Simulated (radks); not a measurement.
Q: Spherical quantum dot in the effective-mass picture: electrons in a hard-walled sphere of radius 8.63, all in effective atomic units (hartree* = m*/eps^2 hartree, bohr* = eps/m* bohr), one dielectric constant everywhere. Method: non-relativistic Kohn-Sham, LDA (Slater exchange, Perdew-Wang correlation), spin-polarised, spherical densities; computed with a radial shooting solver with Libxc functionals. Levels are named by radial order and angular momentum (1s, 1p, 1d, 2s, ...), and open shells are averaged over m. Each electron was tried in the lowest free levels, single moves between levels near the top were tried too, and the lowest total energy was kept; such a search can miss a lower state. Give the order in which the levels fill up to N = 22, the shell closures and the spin along the way.

A: Shells are first occupied in the order 1s, 1p, 1d, 1f. Open shells at each N (closed shells left out): 1: 1s(up 1, down 0); 2: none; 3: 1p(up 1, down 0); 4: 1p(up 2, down 0); 5: 1p(up 3, down 0); 6: 1p(up 3, down 1); 7: 1p(up 3, down 2); 8: none; 9: 1d(up 1, down 0); 10: 1d(up 2, down 0); 11: 1d(up 3, down 0); 12: 1d(up 4, down 0); 13: 1d(up 5, down 0); 14: 1d(up 5, down 1); 15: 1d(up 5, down 2); 16: 1d(up 5, down 3); 17: 1d(up 5, down 4); 18: none; 19: 1f(up 1, down 0); 20: 1f(up 2, down 0); 21: 1f(up 3, down 0); 22: 1f(up 4, down 0). All shells are closed at N = 2, 8, 18 (there: 1s2 1p6 1d10). Largest 2S: 5, at N = 13.
